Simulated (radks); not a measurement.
The numbers below are computed, except where a source is named.
Question: Ionisation of Cl, [Ne] 3s2 3p5, to Cl+, [Ne] 3s2 3p4, under several functionals. Scalar-relativistic Kohn-Sham, spin-unpolarised, spherical densities, finite nucleus; a radial shooting solver on a logarithmic mesh with Libxc functionals. The NIST Atomic Spectra Database gives 12.968 eV (measured). Rank these functionals by the error of their Delta-SCF ionisation energy: SCAN; PBE; exchange-only B88; TASK exchange with Perdew-Wang LDA correlation; exchange-only LDA.

Answer: From best to worst: exchange-only B88 12.891 eV (-0.076); exchange-only LDA 12.653 eV (-0.315); PBE 13.875 eV (+0.908); SCAN 14.204 eV (+1.236); TASK exchange with Perdew-Wang LDA correlation 14.588 eV (+1.621). Spin polarisation and multiplet splitting are left out, so open shells lie too high by an amount that depends on their filling.

Beside tabulated values, note that spin-unpolarised runs miss the spin-polarisation part of the exchange energy of open shells.
